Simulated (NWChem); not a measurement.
System: CH₃ClF₂OSi; SMILES CO[Si](F)(F)Cl

```xyz
9

C     -0.9251     2.2417    -0.0075
O      0.1250     1.3951     0.4645
Si     0.4372    -0.1251     0.0099
F      1.0655    -0.2020    -1.4532
F      1.5035    -0.7210     1.0241
Cl    -1.2423    -1.2920     0.0240
H     -0.9522     3.1189     0.6421
H     -0.7278     2.5624    -1.0361
H     -1.8927     1.7304     0.0380
```
Atoms are numbered in this order, from 1.

Computed with NWChem. Medium grid unless said otherwise, to which SCAN and Minnesota functionals are sensitive. All runs use the structure optimised with B3LYP/6-31G* (spherical d). Hybrids' shares of exact exchange are those that their runs print; pure functionals count as 0. The functionals differ in more than this share.

```
row              share of exact exchange  orbital gap (eV)
---------------  -----------------------  ----------------
PBE/def2-SVP                        0.00              7.34
TPSS/def2-SVP                       0.00              7.74
B3LYP/def2-SVP                      0.20              9.51
M06/def2-SVP                        0.27             10.01
MPW1K/def2-SVP                      0.43             12.11
M05-2X/def2-SVP                     0.56          withheld
```

Fit a straight line of the last column on the one before it, predict the withheld value, and compare with the run.


1. Means of the 5 shown rows: x = 0.180, y = 9.342. Slope Σ(x − x̄)(y − ȳ)/Σ(x − x̄)² = 1.404/0.1358 = 10.34; intercept 7.481.
2. The shown rows scatter about the line by 0.195 (root mean square); the largest residual is -0.26, at M06/def2-SVP.
3. At x = 0.56 (M05-2X/def2-SVP; beyond the shown range) the line gives 13.27.
4. The run gives 12.95, -0.32 from the line, 1.6 times the scatter.
